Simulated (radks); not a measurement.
Tm X, 60 electrons, occupied as [Kr] 4d10 4f9 5s2 5p1 5d2 (not the ground configuration).

Calculated with a radial shooting solver on a logarithmic mesh with Libxc functionals: scalar-relativistic Kohn-Sham, r2SCAN, spin-polarised, spherical densities, finite nucleus; open shells are filled with parallel spins first (spin-orbit coupling, left out, can overturn this in heavy ions); meta-GGA in the generalised Kohn-Sham scheme; Fermi nuclear charge, rms radius 5.2256 fm.

Energy parts (Ry):
total: -27080.8227
kinetic: 29436.1986
electron-nucleus: -65793.5674
Hartree: 9835.1629
exchange-correlation: -558.6168

Orbitals (lengths in bohr, moments of r in powers of bohr; <r^-3> diverges for s and p1/2; r(90%) holds 90 % of the orbital's charge):
orbital,occ.,eigenvalue (Ry),<r^2>,<r>,<r^-3>,r(90%)
1s up,1,-4375.851,0.0005487,0.02001,-,0.0363
1s down,1,-4375.838,0.0005487,0.02001,-,0.0363
2s up,1,-750.8459,0.008515,0.08486,-,0.131
2s down,1,-750.8171,0.008514,0.08486,-,0.131
2p up,3,-664.2464,0.006949,0.07542,15130,0.123
2p down,3,-664.2169,0.006948,0.07542,15130,0.123
3s up,1,-179.7444,0.05572,0.2208,-,0.324
3s down,1,-179.4689,0.05561,0.2206,-,0.323
3p up,3,-153.3923,0.05623,0.2202,3287,0.329
3p down,3,-153.1121,0.05609,0.2200,3295,0.329
3d up,5,-120.7892,0.04696,0.2000,432.2,0.311
3d down,5,-120.5610,0.04681,0.1998,433.4,0.310
4s up,1,-46.26485,0.2758,0.4946,-,0.709
4s down,1,-45.70007,0.2764,0.4952,-,0.710
4p up,3,-37.48628,0.3104,0.5228,756.9,0.758
4p down,3,-36.93351,0.3111,0.5234,752.1,0.759
4d up,5,-25.76479,0.3606,0.5587,85.78,0.834
4d down,5,-25.20718,0.3613,0.5594,85.23,0.835
5s up,1,-14.88852,1.322,1.090,-,1.54
5s down,1,-14.28976,1.326,1.091,-,1.54
4f up,7,-12.75510,0.4860,0.6340,14.74,1.02
5p up,1,-12.32893,1.602,1.199,151.2,1.70
4f down,2,-12.17154,0.4893,0.6360,14.68,1.03
5p down,0,-11.74460,1.617,1.204,150.0,1.71
5d up,2,-8.90849,2.218,1.406,15.02,2.01
5d down,0,-8.37889,2.283,1.426,14.50,2.05

The highest occupied level is 5d up at -121.21 eV. The configuration is held as typed, so some empty levels lie below it. The density falls to 0.001 e/bohr^3 at r = 2.66 bohr. Summed over all electrons, <r^2> = 20.07 bohr^2, which gives a Langevin (diamagnetic) susceptibility term of -15.9 x 10^-6 cm^3/mol. Spin moment in Bohr magnetons: 8. The electron density at the nucleus is 1.002e+06 e/bohr^3 (large components only).
